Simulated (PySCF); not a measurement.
One of the candidates below gave these computed data.

All candidates are C9H14O.

- NMR, other nuclei: isotropic shieldings of nuclei other than C and H, by class: 178 (1 O) ppm [GIAO PBE/pcSseg-1]
- Polarisability: 112.7 au [CAM-B3LYP/def2-SVPD]
- Triplet: lowest triplet excitation (Tamm–Dancoff): 4.16 eV [TDA CAM-B3LYP/def2-SVPD]
- 1H NMR: chemical shifts (computed TMS as zero) by class: 6.09 (1 H), 4.17 (1 H), 4.17 (1 H), 3.57 (1 H), 2.20 (1 H), 1.26 (3 H), 1.10 (1 H), 0.89 (1 H), 0.81 (1 H), 0.78 (1 H), 0.65 (1 H), 0.55 (1 H) ppm [GIAO PBE/pcSseg-1]
- UV, first state: lowest singlet excitation: 5.89 eV (210 nm, f = 0.023) [TDDFT CAM-B3LYP/def2-SVPD]
- 13C NMR: chemical shifts (computed TMS as zero) by class: 147.2 (1 C), 107.6 (1 C), 69.3 (1 C), 23.2 (1 C), 20.9 (1 C), 20.3 (1 C), 17.5 (1 C), 10.9 (1 C), 8.7 (1 C) ppm [GIAO PBE/pcSseg-1]
- Valence photoelectron: vertical ionisation energy: 7.93 eV [ΔSCF CAM-B3LYP/def2-SVPD]
- UV, strongest line: among the 10 lowest singlet transitions: S3 at 6.45 eV (192 nm, f = 0.522) [TDDFT CAM-B3LYP/def2-SVPD]
- Rotational structure: rotational constants A, B, C: 2.875, 0.589, 0.553 GHz [PBE0-D3(BJ)/def2-SVP]

Gas-phase values; electronic properties from PySCF, density fitting. Levels stand in brackets. Isolated species at its PBE0-D3(BJ)/def2-SVP geometry (one conformer only). NMR values are class means; diastereotopic atoms form classes of their own.

Question: Which candidate is it?
A. `C=C1C[C@@H](C)[C@@H](C(C)=O)C1`
B. `C[C@@]12C=C[C@@](CO)(CC1)C2`
C. `CC1(C)[C@@H]2CCC(=O)[C@H]1C2`
D. `CCO/C=C\[C@@H]1CC12CC2`
E. `CC1=CC(=O)CC(C)(C)C1`

Answer: D. It is `CCO/C=C\[C@@H]1CC12CC2`. Numbering: `[CH3:1][CH2:2][O:3]/[CH:4]=[CH:5]\[C@@H:6]1[CH2:7][C:8]12[CH2:9][CH2:10]2`. Its formula, C9H14O, gives 3 degrees of unsaturation: 2 rings and 1 π bond in the structure found. 9 carbons fall into 9 classes; from least to most shielded: vinylic carbon bearing oxygen [C4] (147.2 ppm), alkene CH carbon [C5] (107.6 ppm), chain sp3 carbon bound to oxygen [C2] (69.3 ppm), allylic carbon [C6] (23.2 ppm), three-membered-ring carbon [C7] (20.9 ppm), sp3 carbon at a ring junction [C8] (20.3 ppm), methyl carbon [C1] (17.5 ppm), three-membered-ring carbon [C9] (10.9 ppm), three-membered-ring carbon [C10] (8.7 ppm). Hydrogen classes from least to most shielded: 1 H on a vinylic carbon bearing oxygen, C4 (6.09 ppm), 1 H on an sp3 carbon bound to oxygen, C2 (4.17 ppm), 1 H on an sp3 carbon bound to oxygen, C2 (4.17 ppm), 1 H on an alkene CH carbon, C5 (3.57 ppm), 1 H on an allylic carbon, C6 (2.20 ppm), 3 H on a methyl carbon, C1 (1.26 ppm), 1 H on a three-membered-ring carbon, C7 (1.10 ppm), 1 H on a three-membered-ring carbon, C10 (0.89 ppm), 1 H on a three-membered-ring carbon, C9 (0.81 ppm), 1 H on a three-membered-ring carbon, C9 (0.78 ppm), 1 H on a three-membered-ring carbon, C10 (0.65 ppm), 1 H on a three-membered-ring carbon, C7 (0.55 ppm). The other shieldings belong to: 178 ppm, ether oxygen [O3]. The first electron is taken from the HOMO, whose largest Löwdin shares are 0.27 on the alkene CH carbon, 0.21 on the vinylic carbon bearing oxygen, 0.19 on the ether oxygen and 0.09 on the allylic carbon. The optimised geometry has point group C1 and is an asymmetric top.

The others, at the same levels:
- `C[C@@]12C=C[C@@](CO)(CC1)C2` fails: its computed lowest singlet excitation is 6.58 eV (188 nm, f = 0.162) (against 5.89 eV), vertical ionisation energy is 8.97 eV (against 7.93 eV) and static isotropic polarisability is 103.1 au (against 112.7 au).
- `CC1(C)[C@@H]2CCC(=O)[C@H]1C2` fails: its computed lowest singlet excitation is 4.44 eV (279 nm, f = 0.000) (against 5.89 eV), vertical ionisation energy is 9.07 eV (against 7.93 eV) and lowest triplet excitation (Tamm–Dancoff) is 3.91 eV (against 4.16 eV).
- `CC1=CC(=O)CC(C)(C)C1` fails: its computed lowest singlet excitation is 3.92 eV (316 nm, f = 0.000) (against 5.89 eV), vertical ionisation energy is 8.96 eV (against 7.93 eV) and lowest triplet excitation (Tamm–Dancoff) is 3.43 eV (against 4.16 eV).
- `C=C1C[C@@H](C)[C@@H](C(C)=O)C1` fails: its computed lowest singlet excitation is 4.46 eV (278 nm, f = 0.000) (against 5.89 eV), vertical ionisation energy is 8.99 eV (against 7.93 eV) and lowest triplet excitation (Tamm–Dancoff) is 3.91 eV (against 4.16 eV).

Each candidate is one conformer, not necessarily the lowest. The conformers computed, where there is a choice (atom-mapped SMILES and torsion angles):
- `[CH3:1][CH2:2][O:3]/[CH:4]=[CH:5]\[C@@H:6]1[CH2:7][C:8]12[CH2:9][CH2:10]2`: C1–C2–O3–C4 169°, C2–O3–C4–C5 8°, C4–C5–C6–C7 -136°

The conformers of `C[C@@]12C=C[C@@](CO)(CC1)C2`, `CC1(C)[C@@H]2CCC(=O)[C@H]1C2`, `CC1=CC(=O)CC(C)(C)C1` and `C=C1C[C@@H](C)[C@@H](C(C)=O)C1` aren't listed.
